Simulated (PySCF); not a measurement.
Does the answer move with the share of exact exchange?

Species: BrH3Si.
Bonds: Si1–Br2. Hydrogens: H3, H4, H5 on Si1.

PySCF, def2-SVPD basis, density fitting, gas phase, PBE0-D3(BJ)/def2-SVP geometry; singlet excitations by full TDDFT with frozen cores and triplets by Tamm–Dancoff TDDFT. One functional is left out:

| functional | exact exchange (%) | HOMO energy (eV) | LUMO energy (eV) | lowest singlet excitation (eV) | lowest triplet excitation (eV) | dipole moment (D) | mean polarisability (au) |
| --- | --- | --- | --- | --- | --- | --- | --- |
| LDA | 0 | -7.31 | -1.63 | 5.87 | 5.55 | 1.315 | 52.9 |
| PBE | 0 | -7.23 | -1.41 | 5.98 | 5.62 | 1.237 | 52.2 |
| B3LYP | 20 | -8.23 | -0.79 | 6.34 | 5.96 | 1.331 | 50.8 |
| BHandHLYP | 50 | -9.61 | 0.25 | 6.90 | 6.46 | 1.442 | 49.1 |

**Question.** Predict the row of PBE0 (25 % exact exchange) by straight lines through the other rows, and check it.

**Answer.** 
```csv
property,line,computed,computed − line,"B3LYP (20 %), for comparison"
HOMO energy (eV),-8.45,-8.50,-0.05,-8.23
LUMO energy (eV),-0.63,-0.56,+0.07,-0.79
lowest singlet excitation (eV),6.42,6.50,+0.08,6.34
lowest triplet excitation (eV),6.03,6.08,+0.05,5.96
dipole moment (D),1.356,1.349,-0.007,1.331
mean polarisability (au),50.7,50.4,-0.3,50.8
```

**Question.** Which of these properties follows the share of exact exchange most closely, and which least?

**Answer.** Most closely the HOMO energy, least the dipole moment; the correlations over the tabulated rows are HOMO energy -1.000, lowest triplet excitation 0.997, lowest singlet excitation 0.995, LUMO energy 0.994, mean polarisability -0.979, dipole moment 0.924. The HOMO energy moves by -0.468 eV for every 10 %. Functionals with the same share still differ in their other parts: at 0 % LDA and PBE differ by 0.08 eV in it.
